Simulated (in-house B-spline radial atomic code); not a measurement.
A fraction x of an electron is removed from 3p in Ca3+, starting from [Ne] 3s2 3p5 and keeping the highest spin. Level of theory: non-relativistic revTPSS, spin-polarised, spherical fractional occupations, point nucleus; calculated with an all-electron radial atomic-structure program (B-spline basis).

```
   x  E(x) - E(0) (eV)  3p down level (eV)
   0            0.0000             -58.994
0.12            7.1959             -60.939
0.16            9.6465             -61.590
0.25           15.2555             -63.058
 0.5           31.5322             -67.162
0.62           39.7104             -69.144
0.65           41.7922             -69.640
0.82           53.8708             -72.462
0.95           63.4315             -74.628
   1           67.1838             -75.462
```

The exact functional would give a straight line between the two integer points. Deviations E(x) - E(0) - x[E(1) - E(0)], in eV: -0.866 at x = 0.12, -1.103 at x = 0.16, -1.54 at x = 0.25, -2.06 at x = 0.5, -1.944 at x = 0.62, -1.877 at x = 0.65, -1.22 at x = 0.82, -0.393 at x = 0.95.

The curve lies below the straight line by up to 2.06 eV (at x = 0.5): convex, the delocalisation error that favours fractional charges.

Problem. How well does Slater's transition state (minus the level at half occupation) give the ionisation energy?

Solution. It gives 67.162 eV against 67.184 eV from the two total energies; NIST lists 67.27 eV, ground level to ground level.
